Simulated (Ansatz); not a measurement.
Compare A (`FC(F)=CC(F)F`) with its isomer B (`F[C@H]1[C@H](F)C1(F)F`).

Computed with Ansatz on PBE0-D4/def2-TZVP structures; ΔE is electronic, products minus reactants. CCSD(T)/CBS is the MP2 limit (def2-TZVPP, def2-QZVPP) plus CCSD(T) − MP2 in def2-TZVPP, frozen cores. DFT in def2-TZVPP. Each species was taken in one conformer, which may not be the lowest.

Task: Which is lower in electronic energy at CCSD(T)/CBS, and by how much? (An estimate is asked.)

Result: Computed: A, by 28.4 kcal/mol.

Task: Give E(B) − E(A) in kcal/mol with CCSD/def2-TZVPP, ωB97M-V, MP2/def2-TZVPP, PBE0-D4, BLYP-D4, B2PLYP, CCSD(T)/def2-SVP. (Estimate.)

Result: Computed: CCSD/def2-TZVPP 28.0, ωB97M-V 26.8, MP2/def2-TZVPP 28.5, PBE0-D4 25.5, BLYP-D4 30.6, B2PLYP 29.4, CCSD(T)/def2-SVP 27.1. None reverses the order clearly.

Task: Does the order hold for the free energy at 298.15 K (harmonic terms from PBE0-D4)? (An estimate is asked.)

Result: Computed: Yes: G(B) − G(A) = +29.3 kcal/mol, for one conformer each. Modes under 60 cm⁻¹, often nearly free rotors, make the harmonic entropy too high.

Largest T1 diagnostic: 0.012.

From PBE to PBE0 (25 % exact exchange), in def2-TZVPP and without D4, E(B) − E(A) moves by −1.2 kcal/mol. In def2-TZVPP, CCSD(T) changes the Hartree–Fock value by −1.5 kcal/mol (the triples alone add +0.5 kcal/mol) and MP2 by −1.6 kcal/mol.
